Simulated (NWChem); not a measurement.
Molecule: CH$_{3}$FO$_{2}$Si; SMILES O=C(O)[SiH2]F

```xyz
8

O     -0.7890    -1.8403     0.0000
C      0.0171    -0.9441     0.0000
O      1.3360    -1.1375     0.0000
Si    -0.6130     0.8637     0.0000
F      0.6061     1.9336     0.0000
H      1.4849    -2.1004     0.0000
H     -1.4183     1.0465    -1.2337
H     -1.4183     1.0465     1.2337
```
Atoms are numbered in this order, from 1.

Program: NWChem. All runs use the structure optimised with PBE0/def2-SVP. Hybrids' shares of exact exchange are those that their runs print; pure functionals count as 0. The functionals differ in more than this share.

| row | share of exact exchange | highest occupied level (eV) |
|---|---|---|
| PBE/def2-TZVP | 0.00 | -6.71 |
| BLYP/def2-TZVP | 0.00 | -6.63 |
| B3LYP/def2-TZVP | 0.20 | -8.03 |
| PBE0/def2-TZVP | 0.25 | withheld |
| PW6B95/def2-TZVP | 0.28 | -8.40 |

Problem. Fit a straight line of the last column on the one before it, predict the withheld value, and compare with the run.

Solution. 
1. Means of the 4 shown rows: x = 0.120, y = -7.442. Slope Σ(x − x̄)(y − ȳ)/Σ(x − x̄)² = -0.3856/0.06080 = -6.342; intercept -6.681.
2. The shown rows scatter about the line by 0.057 (root mean square); the largest residual is -0.08, at B3LYP/def2-TZVP.
3. At x = 0.25 (PBE0/def2-TZVP; inside the shown range) the line gives -8.27.
4. The run gives -8.25, +0.02 from the line, 0.3 times the scatter.
